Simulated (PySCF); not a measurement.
I₂Pb, triplet, at the geometry of the source list (the spin is typed, not shown lowest) (core potentials on I, Pb); B3LYP/def2-SV(P) in PySCF.

Input for PySCF:
```python
from pyscf import gto, scf, dft

mol = gto.Mole()
mol.atom = '''
    Pb   -0.000000    0.000000    1.140200
    I     1.061700   -1.857600   -0.570100
    I    -1.061700    1.857600   -0.570100
'''
mol.basis = 'def2-sv(p)'
mol.ecp = {'I': 'def2-sv(p)', 'Pb': 'def2-sv(p)'}
mol.charge = 0
mol.spin = 2
mol.verbose = 4
mol.build()

mf = dft.ROKS(mol)
mf.xc = 'b3lyp'
mf.kernel()
```

Question: What does PySCF print? Leave out banner, timings and long lists.

Answer: 
```
PySCF version 2.14.0

[INPUT] verbose = 4
[INPUT] num. atoms = 3
[INPUT] num. electrons = 72
[INPUT] charge = 0
[INPUT] spin (= nelec alpha-beta = 2S) = 2
[INPUT] symmetry False subgroup None
[INPUT] Mole.unit = angstrom
[INPUT] Symbol           X                Y                Z      unit          X                Y                Z       unit  Magmom
[INPUT]  1 Pb     0.000000000000   0.000000000000   1.140200000000 AA    0.000000000000   0.000000000000   2.154665727229 Bohr   0.0
[INPUT]  2 I      1.061700000000  -1.857600000000  -0.570100000000 AA    2.006322226451  -3.510355248992  -1.077332863615 Bohr   0.0
[INPUT]  3 I     -1.061700000000   1.857600000000  -0.570100000000 AA   -2.006322226451   3.510355248992  -1.077332863615 Bohr   0.0

nuclear repulsion = 289.797552771728
number of shells = 30
number of NR pGTOs = 183
number of NR cGTOs = 78
basis = def2-sv(p)
ecp = {'I': 'def2-sv(p)', 'Pb': 'def2-sv(p)'}

******** <class 'pyscf.dft.roks.ROKS'> ********
method = ROKS
initial guess = minao
damping factor = 0
level_shift factor = 0
DIIS = <class 'pyscf.scf.diis.CDIIS'>
diis_start_cycle = 1
diis_space = 8
diis_damp = 0
SCF conv_tol = 1e-09
SCF conv_tol_grad = None
SCF max_cycles = 50
direct_scf = True
direct_scf_tol = 1e-13
num. doubly occ = 35  num. singly occ = 2
XC library pyscf.dft.libxc version 7.1.2
    S. Lehtola, C. Steigemann, M. J. T. Oliveira, and M. A. L. Marques,  SoftwareX 7, 1–5 (2018)
XC functionals = b3lyp
    P. J. Stephens, F. J. Devlin, C. F. Chabalowski, and M. J. Frisch,  J. Phys. Chem. 98, 11623 (1994)
radial grids:
    Treutler-Ahlrichs [JCP 102, 346 (1995); DOI:10.1063/1.469408] (M4) radial grids

becke partition: Becke, JCP 88, 2547 (1988); DOI:10.1063/1.454033
pruning grids: <function nwchem_prune>
grids dens level: 3
symmetrized grids: False
atomic radii adjust function: <function treutler_atomic_radii_adjust>
small_rho_cutoff = 0
Set gradient conv threshold to 3.16228e-05
tot grids = 67144
init E= -701.424306570412
  HOMO = -1.33101766964106  LUMO = -1.32818146551643  gap/eV = 0.07718
cycle= 1 E= -785.58695945629  delta_E= -84.2  |g|= 4.08  |ddm|= 12.6
  HOMO = 0.0503450660327079  LUMO = 0.105975244099583  gap/eV = 1.51377
cycle= 2 E= -785.731783477898  delta_E= -0.145  |g|= 3.25  |ddm|= 8.23
  HOMO = -0.0668404199447297  LUMO = -0.0258376719163991  gap/eV = 1.11574
cycle= 3 E= -788.153826212045  delta_E= -2.42  |g|= 0.825  |ddm|= 4.14
  HOMO = -0.183042579278432  LUMO = -0.0950709646431989  gap/eV = 2.39383
cycle= 4 E= -788.281107653428  delta_E= -0.127  |g|= 0.736  |ddm|= 2.42
  HOMO = -0.111064815216082  LUMO = -0.0426556440115817  gap/eV = 1.86151
cycle= 5 E= -788.545367885159  delta_E= -0.264  |g|= 0.0859  |ddm|= 1.56
  HOMO = -0.125023078380277  LUMO = -0.0554768797056342  gap/eV = 1.89245
cycle= 6 E= -788.547639271388  delta_E= -0.00227  |g|= 0.0446  |ddm|= 0.159
  HOMO = -0.121877581123766  LUMO = -0.0524594346615759  gap/eV = 1.88896
cycle= 7 E= -788.548426918578  delta_E= -0.000788  |g|= 0.00575  |ddm|= 0.0501
  HOMO = -0.121009564108479  LUMO = -0.0518027783506678  gap/eV = 1.88321
cycle= 8 E= -788.548444271711  delta_E= -1.74e-05  |g|= 0.0004  |ddm|= 0.00974
  HOMO = -0.121123537197759  LUMO = -0.0518982880250025  gap/eV = 1.88371
cycle= 9 E= -788.548444348681  delta_E= -7.7e-08  |g|= 0.000143  |ddm|= 0.000932
  HOMO = -0.121111896192541  LUMO = -0.0518878602640793  gap/eV = 1.88368
cycle= 10 E= -788.548444357258  delta_E= -8.58e-09  |g|= 5.16e-05  |ddm|= 0.000188
  HOMO = -0.121106495265477  LUMO = -0.0518842310382217  gap/eV = 1.88363
cycle= 11 E= -788.548444358713  delta_E= -1.46e-09  |g|= 8.79e-06  |ddm|= 8.39e-05
  HOMO = -0.12110544309837  LUMO = -0.0518835761012584  gap/eV = 1.88362
cycle= 12 E= -788.548444358766  delta_E= -5.28e-11  |g|= 1.29e-06  |ddm|= 1.67e-05
  HOMO = -0.121105292792739  LUMO = -0.0518834588713686  gap/eV = 1.88362
Extra cycle  E= -788.548444358764  delta_E= 1.82e-12  |g|= 7.95e-07  |ddm|= 3.89e-06
converged SCF energy = -788.548444358764
```
